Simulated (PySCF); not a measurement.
**Polarisability and C₆ of Ar(2+) (argon, charge +2)**

[Ne] 3s2 3p4, high-spin 3P determinant. Calculation: PySCF 2.14, in aug-cc-pCVTZ-DK (8s7p5d3f, 75 functions); the spin-free X2C one-electron Hamiltonian (Gaussian nucleus). Coupled (time-dependent) response in atomic units; α is the mean over directions.

```json
{"method": "UHF", "mean α (bohr³)": "4.776", "α xx, yy, zz": "4.833, 4.660, 4.833", "C₆ (like pair)": "16.76", "S(−4)": "5.521"}
{"method": "PBE", "mean α (bohr³)": "4.817", "α xx, yy, zz": "4.841, 4.769, 4.841", "C₆ (like pair)": "16.94", "S(−4)": "5.603"}
{"method": "PBE0", "mean α (bohr³)": "4.781", "α xx, yy, zz": "4.815, 4.714, 4.815", "C₆ (like pair)": "16.78", "S(−4)": "5.505"}
{"method": "TPSSh", "mean α (bohr³)": "4.782", "α xx, yy, zz": "4.817, 4.711, 4.817", "C₆ (like pair)": "16.91", "S(−4)": "5.448"}
{"method": "M06-2X", "mean α (bohr³)": "4.841", "α xx, yy, zz": "4.908, 4.707, 4.908", "C₆ (like pair)": "16.73", "S(−4)": "6.018"}
```

S(−4) is the Cauchy moment in α(ω) = α(0) + S(−4) ω² + …

α(iu) at TPSSh:

```
u (hartree)  α(iu) (bohr³)
          0          4.782
     0.0500          4.768
      0.100          4.728
      0.200          4.575
      0.300          4.344
      0.500          3.751
      0.750          2.982
       1.00          2.332
       1.50          1.462
       2.00         0.9786
       3.00         0.5234
       5.00         0.2301
```

For an ion, C₆ is the dispersion term alone; charge-induced terms of lower order in 1/R come first.

The components differ because the open shell of this determinant is not spherical; for a pure term their mean is the scalar polarisability.
